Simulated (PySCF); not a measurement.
A calculated (LDA, PySCF 2.14, x2c-TZVPPall with one added diffuse shell each of s, p, d, f type, scalar relativity by spin-free X2C-1e) atom or ion has these occupied shells.

| shell | electrons | orbital energy (eV) | rms radius, mean of both spins (bohr) |
| --- | --- | --- | --- |
| 1s α | 1 | -46533.2 | 0.0259 |
| 1s β | 1 | -46533.1 | 0.0259 |
| 2s α | 1 | -7625.4 | 0.105 |
| 2s β | 1 | -7625.4 | 0.105 |
| 2p α | 3 | -6819.9 | 0.0941 |
| 2p β | 3 | -6819.8 | 0.0941 |
| 3s α | 1 | -1690.1 | 0.273 |
| 3s β | 1 | -1688.4 | 0.273 |
| 3p α | 3 | -1437.2 | 0.272 |
| 3p β | 3 | -1435.4 | 0.272 |
| 3d α | 5 | -1088.0 | 0.251 |
| 3d β | 5 | -1086.6 | 0.251 |
| 4s α | 1 | -355.54 | 0.615 |
| 4s β | 1 | -351.40 | 0.615 |
| 4p α | 3 | -271.93 | 0.653 |
| 4p β | 3 | -267.81 | 0.653 |
| 4d α | 5 | -153.17 | 0.720 |
| 4d β | 5 | -149.11 | 0.720 |
| 5s α | 1 | -63.990 | 1.46 |
| 5s β | 1 | -61.766 | 1.46 |
| 5p α | 3 | -42.926 | 1.70 |
| 5p β | 3 | -41.157 | 1.70 |
| 4f α | 5 | -26.002 | 1.02 |
| 6s α | 1 | -16.481 | 3.71 |

Question: Name the element and its charge.

Answer: Sm²⁺ (samarium, charge +2), in [Xe] 4f5 6s1, one real determinant (an excited configuration).
